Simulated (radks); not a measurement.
Spherical quantum dot in the effective-mass picture: electrons in a parabolic well V = omega^2 r^2 / 2 with omega = 4.31, with a point charge +1 (a donor) at the centre, all in effective atomic units (hartree* = m*/eps^2 hartree, bohr* = eps/m* bohr), one dielectric constant everywhere. Calculated with a radial shooting solver with Libxc functionals: non-relativistic Kohn-Sham, PBE, spin-polarised, spherical densities. Levels are named by radial order and angular momentum (1s, 1p, 1d, 2s, ...), and open shells are averaged over m. Results are scaled to m* = 0.37 and eps = 9.2, for which hartree* = 119 meV and bohr* = 1.316 nm. Each electron was tried in the lowest free levels, single moves between levels near the top were tried too, and the lowest total energy was kept; such a search can miss a lower state. At N = 1 the Hartree and exchange-correlation terms need not cancel, so that row can carry a self-interaction error.

N,open shells,2S,E (meV),mu = E(N) - E(N-1) (meV),addition energy mu(N+1) - mu(N) (meV),e(HOMO) (meV)
1,"1s(up 1, down 0)",1,473.308,473.31,211.2,552.98
2,none,0,1157.78,684.48,711.6,760.64
3,"1p(up 1, down 0)",1,2553.87,1396.1,124.2,1457.0
4,"1p(up 2, down 0)",2,4074.14,1520.3,128.0,1584.0
5,"1p(up 3, down 0)",3,5722.44,1648.3,169.3,1712.6
6,"1p(up 3, down 1)",2,7540.06,1817.6,117.5,1875.4
7,"1p(up 3, down 2)",1,9475.17,1935.1,120.8,1995.3
8,none,0,11531.1,2055.9,524.1,2116.6
9,"2s(up 1, down 0)",1,14111.1,2580.0,123.4,2633.7
10,none,0,16814.6,2703.5,127.4,2756.4
11,"1d(up 1, down 0)",1,19645.4,2830.8,102.5,2882.0
12,"1d(up 2, down 0)",2,22578.7,2933.3,102.6,2984.6
13,"1d(up 3, down 0)",3,25614.6,3035.9,101.0,3087.1
14,"1d(up 5, down 0) 2s(up 1, down 0)",6,28751.5,3136.9,104.6,3185.8
15,"1d(up 5, down 0)",5,31992.9,3241.5,128.8,3292.0
16,"1d(up 5, down 1)",4,35363.2,3370.2,97.54,3418.9
17,"1d(up 5, down 2)",3,38830.9,3467.8,97.65,3516.6
18,"1d(up 5, down 3)",2,42396.3,3565.4,97.49,3614.2
19,"1d(up 5, down 4)",1,46059.2,3662.9,97.18,3711.6
20,none,0,49819.3,3760.1,476.8,3808.5
21,"1f(up 1, down 0)",1,54056.2,4236.9,87.94,4280.9
22,"1f(up 2, down 0)",2,58381.0,4324.8,87.80,4368.7
23,"1f(up 3, down 0)",3,62793.6,4412.6,87.60,4456.5
24,"1f(up 4, down 0)",4,67293.8,4500.2,87.34,4543.9
25,"1f(up 5, down 0)",5,71881.4,4587.6,87.05,4631.1
26,"1f(up 6, down 0)",6,76556.0,4674.6,86.73,4718.0
27,"1f(up 7, down 0)",7,81317.4,4761.3,111.5,4804.6
28,"1f(up 7, down 1)",6,86190.2,4872.8,84.21,4914.9
29,"1f(up 7, down 2)",5,91147.2,4957.0,84.12,4999.1
30,"1f(up 7, down 3)",4,96188.4,5041.1,83.97,5083.2
31,"1f(up 7, down 4)",3,101313,5125.1,83.77,5167.0
32,"1f(up 7, down 5)",2,106522,5208.9,83.53,5250.7
33,"1f(up 7, down 6)",1,111815,5292.4,83.26,5334.1
34,none,0,117190,5375.7,107.8,5417.2
35,"2p(up 1, down 0)",1,122674,5483.5,84.45,5525.7
36,"2p(up 2, down 0)",2,128242,5568.0,84.46,5610.2
37,"2p(up 3, down 0)",3,133894,5652.4,98.29,5694.6
38,"2p(up 3, down 1)",2,139645,5750.7,82.96,5792.2
39,"2p(up 3, down 2)",1,145479,5833.7,83.00,5875.2
40,none,0,151395,5916.7,367.7,5958.1
41,"1g(up 1, down 0)",1,157680,6284.3,75.96,6322.3
42,"1g(up 2, down 0)",2,164040,6360.3,-,6398.2

All shells are closed at N = 2, 8, 10, 20, 34, 40 (there: 1s2 1p6 1d10 2s2 1f14 2p6); the second difference of the energy has clear peaks (12 % above both neighbours; the first and last values, which can be the largest, are not judged, and half-filled shells can peak too) at N = 2, 5, 8, 15, 20, 27, 34, 37, 40.
